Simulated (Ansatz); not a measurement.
Input for Ansatz (a quantum-chemistry and plane-wave program):
Ansatz 0.2 input:
```yaml
crystal:
  periodic: [false, false, false]
  atoms:
    - {symbol: Si, position_ang: [0.19690555, 1.15390164, 1.28698291]}
    - {symbol: I, position_ang: [-0.14300395, -0.75438176, -0.32833531]}
    - {symbol: C, position_ang: [0.51397396, 2.55123879, 0.01951332]}
    - {symbol: H, position_ang: [0.69245101, 3.50452425, 0.51464366]}
    - {symbol: H, position_ang: [-0.33812372, 2.68151631, -0.64781739]}
    - {symbol: H, position_ang: [1.38436042, 2.33413717, -0.59989549]}
basis:
  gaussian:
    orbitals: STO-3G
hamiltonian:
  xc: hf
magnetization: {spin_polarized: false}
correlation: {active_space: {window: {electrons: 6, orbitals: 5}}}
```

Question: Estimate the total energy that Ansatz with CASSCF(6,5)/STO-3G returns for this input.

Answer: -7175.4926 Eh

Question: What number of basis functions does CASSCF(6,5)/STO-3G give?

Answer: 44
